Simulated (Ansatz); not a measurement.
Geometry optimisation, Ansatz 0.2.0, RKS B3LYP-D4/def2-SVPD.

Input file:

```yaml
crystal:
  periodic: [false, false, false]
  atoms:
    - { symbol: Si, position_ang: [-0.490599, 0.243616, -0.281989] }
    - { symbol: H, position_ang: [0.244694, -0.78132, 2.067486] }
    - { symbol: H, position_ang: [0.596241, 1.022382, 0.342479] }
    - { symbol: F, position_ang: [-0.69003, 0.814514, -1.801422] }
    - { symbol: H, position_ang: [-0.269232, -1.212302, -0.381977] }
    - { symbol: Br, position_ang: [-2.4427, 0.630833, 0.846294] }
    - { symbol: H, position_ang: [-0.422073, -0.600822, 2.259828] }
basis:
  gaussian: { orbitals: def2-SVPD }
hamiltonian:
  xc: b3lyp
  dispersion: d4
relax:
  f_tol: 0.03
  max_steps: 50
```

Launched with:

```bash
$ ansatz run input.yaml --threads 4 --pin off --max-ram 5120MiB --backend cpu --events-out ev --progress --plain --runs-dir out
```

Q: Where does it end, and by what steps?

A: The run converged. After 4 steps the energy has fallen by 0.141 eV; H2 moved furthest, 0.47 Å.

```tsv
step	energy less start (eV)	largest force component (eV/Å)	accepted
0	0.0000	1.645	yes
1	-0.1149	0.144	yes
2	-0.1371	0.112	yes
3	-0.1381	0.313	yes
4	-0.1414	0.027	yes
```

```xyz
7
Properties=species:S:1:pos:R:3
Si -0.583 0.319 -0.404
H 0.456 -0.986 2.432
H 0.486 1.082 0.274
F -0.670 0.850 -1.950
H -0.370 -1.143 -0.442
Br -2.536 0.752 0.586
H -0.257 -0.757 2.554
```

Run time: 10 s on 4 threads of Arm Neoverse V2, with other jobs on the host, peak memory 0.28 GiB.
